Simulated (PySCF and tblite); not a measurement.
Values are calculated unless marked as measured or tabulated.
C3H7FGe, numbered as in [F:1][C@@H:2]1[CH2:3][C@@H:4]1[GeH3:5].

Search: ETKDG and KDG, UFF, GFN2-xTB, 90 starts; geometries at GFN2-xTB. Free energies are B3LYP-D3(BJ)/def2-SVP (IEF-PCM, benzene) single points with GFN2-xTB rigid-rotor and vibrational terms (modes under about 100 cm⁻¹ blended into free rotors). Symmetry numbers and mirror images are counted. Conformers within 2.5 kcal/mol (GFN2-xTB free energy) were kept, 5 at most. GIAO shieldings: mPW1PW91/pcSseg-1 (IEF-PCM, benzene). Shifts are against TMS (¹H), TMS (¹³C) at the same level; of two unlike H on one atom, a is the less shielded. (PySCF 2.14, tblite 0.8.)

Problem. What shifts does this protocol give at 298.15 K under fast conformational exchange?

Solution. ¹H: 4.93 (H2, 1H), 3.55 (H5, 3H), 0.96 (H3a, 1H), 0.86 (H3b, 1H), 0.43 (H4, 1H) ppm. ¹³C: 74.3 (C2), 14.6 (C3), 4.0 (C4) ppm.

Spin–orbit effects of the heavy atoms on shieldings are missing. Shifts are unscaled: against experiment ¹³C can be off by 15 ppm or more and ¹H by 0.8 ppm.
